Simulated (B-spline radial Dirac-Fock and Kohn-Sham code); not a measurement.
# Form factor and incoherent scattering function of Mo³⁺

System: molybdenum as Mo³⁺, [Kr] 4d3, inside a Watson sphere of charge -3 and radius 2.7 Å (a model of the Madelung potential; inside it an electron's potential energy is raised by 16.0 eV).

Input of the calculation (task.json; shells as n, l, electrons):

```json
{"items": [{
  "Z": 42,
  "q": 3,
  "cfg": [[1, 0, 2], [2, 0, 2], [2, 1, 6], [3, 0, 2], [3, 1, 6], [3, 2, 10], [4, 0, 2], [4, 1, 6], [4, 2, 3]],
  "A": 98,
  "rrms": 4.4091,
  "watson": [-3, 2.7],
  "do": ["scatter"],
  "s": [0.0, 0.08, 0.1, 0.12, 0.14, 0.17, 0.21, 0.26, 0.31, 0.38, 0.46, 0.57, 0.69, 0.84, 1.02, 1.24, 1.51, 1.83, 2.23, 2.71, 3.3, 4.02, 4.89],
  "pz": [0, 0.1, 0.2, 0.3, 0.4, 0.5, 0.6, 0.8, 1.0, 1.2, 1.4, 1.6, 1.8, 2.0, 2.5, 3.0, 4.0, 5.0, 7.0, 10.0, 15.0, 20.0, 30.0, 40.0, 60.0, 100.0],
  "hv_scatter": [1000, 10000, 17479.3, 50000, 100000, 200000, 500000, 1000000]
}]}
```

Run with: `python xray_run.py task.json out`

Method: Dirac-Fock orbitals of the configuration average with a finite nucleus. Computed with a radial atomic solver. f₀ is the Fourier transform of the spherical electron density, S the Waller-Hartree incoherent function, and s = sin θ/λ.

```
s (Å⁻¹)      f₀       S
      0  39.000   0.000
   0.08  37.832   1.233
    0.1  37.217   1.840
   0.12  36.504   2.513
   0.14  35.711   3.226
   0.17  34.412   4.323
   0.21  32.570   5.768
   0.26  30.253   7.481
   0.31  28.070   9.084
   0.38  25.386  11.169
   0.46  22.883  13.333
   0.57  20.214  15.875
   0.69  17.894  18.104
   0.84  15.375  20.378
   1.02  12.681  22.708
   1.24   9.997  25.142
   1.51   7.766  27.572
   1.83   6.295  29.775
   2.23   5.317  31.770
   2.71   4.471  33.472
    3.3   3.514  34.932
   4.02   2.560  36.085
   4.89   1.830  36.911
```

f₀ starts at the number of electrons, 39, and has fallen to half at s ≈ 0.61 Å⁻¹. The sum of ⟨r²⟩ over the electrons is 25.86 bohr².
